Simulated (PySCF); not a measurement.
**Basis-set dependence of the ionisation energy of Pm⁺**

Pm⁺ [Xe] 4f5 6s1 (high-spin determinant) → Pm²⁺ [Xe] 4f5 (high-spin determinant). All values are computed (PySCF 2.14, energy differences of UHF-based or UKS calculations, no spin-orbit coupling). Values in eV.

| basis | Hamiltonian | functions | UHF | r2SCAN | PBE0 | MP2 (valence) |
| --- | --- | --- | --- | --- | --- | --- |
| cc-pVDZ-X2C | spin-free X2C | 84 | 10.169 | 10.904 | 10.933 | 10.801 |
| ANO-RCC-VTZP | spin-free X2C | 104 | 10.177 | 10.940 | 10.981 | 10.875 |
| x2c-TZVPPall | spin-free X2C | 113 | 10.180 | 10.909 | 10.965 | 10.907 |
| x2c-TZVPPall with one added diffuse shell each of s, p, d, f type | spin-free X2C | 129 | 10.185 | 10.954 | 10.989 | 10.919 |
| cc-pVTZ-X2C | spin-free X2C | 145 | 10.176 | 10.927 | 10.972 | 10.909 |

Frozen in the all-electron rows: valence: [Kr] 4d10.

Both determinants mix LS terms of the configuration, so the numbers do not refer to single terms; with the open shell unchanged, much of this cancels in the difference.

Between the lowest levels the reference is 10.938 ± 0.02 eV (semi-empirical (NIST evaluation); NIST Atomic Spectra Database, ionization energies); it includes spin-orbit coupling, which these numbers lack.
